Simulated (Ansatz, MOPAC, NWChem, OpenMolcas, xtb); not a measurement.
A ladder of methods for GaH3 (SMILES [GaH3])

GaH3, singlet, SMILES `[GaH3]`. Each level relaxes the structure for itself.

Quantity: the zero-point energy at each level's own minimum, in kJ/mol. The values are calculated.

| level | kind | program | value (kJ/mol) |
| --- | --- | --- | --- |
| PM3 | semi-empirical | MOPAC | 51.8 |
| GFN1-xTB | semi-empirical | xtb | 48.1 |
| HF/6-31G* (Cartesian functions) | Hartree–Fock | OpenMolcas | 50.3 |
| HF/cc-pVTZ | Hartree–Fock | OpenMolcas | 50.4 |
| BP86-D3(BJ)/def2-SVP | GGA | NWChem | 47.2 |
| B3LYP/6-311G** | global hybrid | NWChem | 48.6 |
| PBE0-D4/def2-TZVP | global hybrid | Ansatz | 48.9 |

All-electron rows without a relativistic Hamiltonian named are non-relativistic. Harmonic and unscaled. The values span 47.2 to 51.8 kJ/mol.
